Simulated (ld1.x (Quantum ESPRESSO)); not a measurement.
# Building the RRKJ potential for tungsten (W) (PBE, scalar-relativistic).

The input file (ld1.x (Quantum ESPRESSO) 7.5):

```
&input
   title='W', zed=74., rel=1, dft='PBE', iswitch=3,
   config='[Xe] 4f14 5d4 6s1.5 6p0.5',
   nld=3, rlderiv=1.75, eminld=-8.0, emaxld=5.0, deld=0.04
 /
 &inputp
   pseudotype=2, tm=.false., rho0=0.01, lloc=-1, rcloc=1.45,
   nlcc=.false.,
   file_pseudopw='W.UPF', file_wfcaegen='ae.wfc', file_wfcncgen='nc.wfc', file_beta='beta', file_chi='chi'
 /
3
5S  1  0   2.00   0.00  1.15  1.15  0.0
5P  2  1   6.00   0.00  1.55  1.55  0.0
5D  3  2   4.00   0.00  1.60  1.60  0.0
 &test
   configts(1)='5s2 5p6 5d4 6s1.5 6p0.5'
 /
```

Command:

```bash
ld1.x < W.in > W.out
```

Resulting log (shortened: banner, matrices, multipoles, cross overlaps and the repeated all-electron block are left out):

```
Program LD1 v.7.5
     --------------------------- All-electron run ----------------------------

     W
     scalar relativistic calculation

     atomic number is 74.00
     dft =PBE   lsd =0 sic =0 latt =0  beta=0.20 tr2=1.0E-14
     Exchange-correlation= PBE
                           (   1   4   3   4   0   0   0)
     mesh =1273 r(mesh) =  99.08072 a.u. xmin = -7.00 dx = 0.01250
     1 Ry =  13.60569312 eV, c = 137.03599908

     n l     nl                  e(Ry)          e(Ha)          e(eV)
     1 0     1S 1( 2.00)     -5108.0939     -2554.0470    -69499.1585
     2 0     2S 1( 2.00)      -881.6855      -440.8427    -11995.9420
     2 1     2P 1( 6.00)      -770.9979      -385.4990    -10489.9611
     3 0     3S 1( 2.00)      -203.1052      -101.5526     -2763.3863
     3 1     3P 1( 6.00)      -170.3322       -85.1661     -2317.4882
     4 0     4S 1( 2.00)       -41.9488       -20.9744      -570.7430
     4 1     4P 1( 6.00)       -31.2010       -15.6005      -424.5107
     3 2     3D 1(10.00)      -132.6654       -66.3327     -1805.0050
     5 0     5S 1( 2.00)        -5.8727        -2.9363       -79.9020
     5 1     5P 1( 6.00)        -3.2364        -1.6182       -44.0341
     4 2     4D 1(10.00)       -17.5850        -8.7925      -239.2561
     4 3     4F 1(14.00)        -2.5013        -1.2507       -34.0326
     5 2     5D 1( 4.00)        -0.3835        -0.1918        -5.2181
     6 0     6S 1( 1.50)        -0.4604        -0.2302        -6.2638
     6 1     6P 1( 0.50)        -0.1298        -0.0649        -1.7660

     final scf error:  8.7E-15 reached in  27 iterations

     Etot =  -32284.873731 Ry,  -16142.436866 Ha, -439258.084503 eV

     Ekin =   35580.388205 Ry,   17790.194103 Ha,  484095.843118 eV
     Encl =  -79827.983057 Ry,  -39913.991529 Ha,-1086115.040103 eV
     Eh   =   12608.032557 Ry,    6304.016279 Ha,  171541.021862 eV
     Exc  =    -645.311437 Ry,    -322.655718 Ha,   -8779.909380 eV

     normalization and overlap integrals

     s(1S/1S) =  1.000000  <r> =   0.0183  <r2> =    0.0005  r(max) =   0.0115
     s(2S/2S) =  1.000000  <r> =   0.0776  <r2> =    0.0071  r(max) =   0.0653
     s(2P/2P) =  1.000000  <r> =   0.0694  <r2> =    0.0059  r(max) =   0.0541
     s(3S/3S) =  1.000000  <r> =   0.2010  <r2> =    0.0462  r(max) =   0.1842
     s(3P/3P) =  1.000000  <r> =   0.2013  <r2> =    0.0470  r(max) =   0.1842
     s(4S/4S) =  1.000000  <r> =   0.4495  <r2> =    0.2281  r(max) =   0.4204
     s(4P/4P) =  1.000000  <r> =   0.4780  <r2> =    0.2599  r(max) =   0.4419
     s(3D/3D) =  1.000000  <r> =   0.1824  <r2> =    0.0390  r(max) =   0.1490
     s(5S/5S) =  1.000000  <r> =   1.0670  <r2> =    1.2796  r(max) =   0.9593
     s(5P/5P) =  1.000000  <r> =   1.2491  <r2> =    1.7704  r(max) =   1.0870
     s(4D/4D) =  1.000000  <r> =   0.5113  <r2> =    0.3030  r(max) =   0.4531
     s(4F/4F) =  1.000000  <r> =   0.6078  <r2> =    0.4644  r(max) =   0.4310
     s(5D/5D) =  1.000000  <r> =   2.0455  <r2> =    5.1072  r(max) =   1.4858
     s(6S/6S) =  1.000000  <r> =   3.1389  <r2> =   11.2490  r(max) =   2.6404
     s(6P/6P) =  1.000000  <r> =   4.7271  <r2> =   26.2663  r(max) =   3.7004

     ------------------------ End of All-electron run ------------------------

     --------------------- Generating NC pseudopotential ---------------------

      Generating local potential from pseudized AE potential:
      Matching radius rcloc =   1.4500

      Local pseudo, rcloc= 1.449 Estimated cut-off energy=    11.93 Ry

      Wfc   5S  rcut= 1.157  Estimated cut-off energy=       36.32 Ry
      Using 4 Bessel functions for this wfc, rho(0) = 0.010
      This function has    0 nodes for 0 < r <    1.157

      Wfc   5P  rcut= 1.562  Estimated cut-off energy=       74.03 Ry
      This function has    0 nodes for 0 < r <    1.562

      Wfc   5D  rcut= 1.601  Estimated cut-off energy=       89.84 Ry
      This function has    0 nodes for 0 < r <    1.601

     ------------------- End of pseudopotential generation -------------------

     Computing logarithmic derivative in   1.75893
     Computing logarithmic derivative in   1.75893
     Computing the partial wave expansion
     R is outside the sphere for l=    0 j= 0.00
     R is outside the sphere for l=    1 j= 0.00
     R is outside the sphere for l=    2 j= 0.00

     ---------------------- Testing the pseudopotential ----------------------

     W
     scalar relativistic calculation

     atomic number is 74.00   valence charge is 14.00
     dft =PBE   lsd =0 sic =0 latt =0  beta=0.20 tr2=1.0E-14
     mesh =1273 r(mesh) =  99.08072 xmin = -7.00 dx = 0.01250

     n l     nl             e AE (Ry)        e PS (Ry)    De AE-PS (Ry)
     1 0     5S   1( 2.00)       -5.87269       -5.87269        0.00000
     2 1     5P   1( 6.00)       -3.23645       -3.23645        0.00000
     3 2     5D   1( 4.00)       -0.38352       -0.38352       -0.00000
     2 0     6S   1( 1.50)       -0.46038       -0.46010       -0.00029
     3 1     6P   1( 0.50)       -0.12980       -0.13113        0.00133

     eps = 8.7E-15  iter = 18

     Etot =  -32284.873731 Ry,  -16142.436866 Ha, -439258.084503 eV
     Etotps =  -135.208462 Ry,     -67.604231 Ha,   -1839.604838 eV

     Ekin =      42.233369 Ry,      21.116685 Ha,     574.614260 eV
     Encl =    -283.001931 Ry,    -141.500966 Ha,   -3850.437427 eV
     Ehrt =     106.121835 Ry,      53.060918 Ha,    1443.861124 eV
     Ecxc =     -14.648148 Ry,      -7.324074 Ha,    -199.298206 eV
     Epseu=      14.086413 Ry,       7.043206 Ha,     191.655411 eV

     ---------------------- End of pseudopotential test ----------------------
```

Generation and configuration tests took about 2.3 s on one core of a shared server CPU.
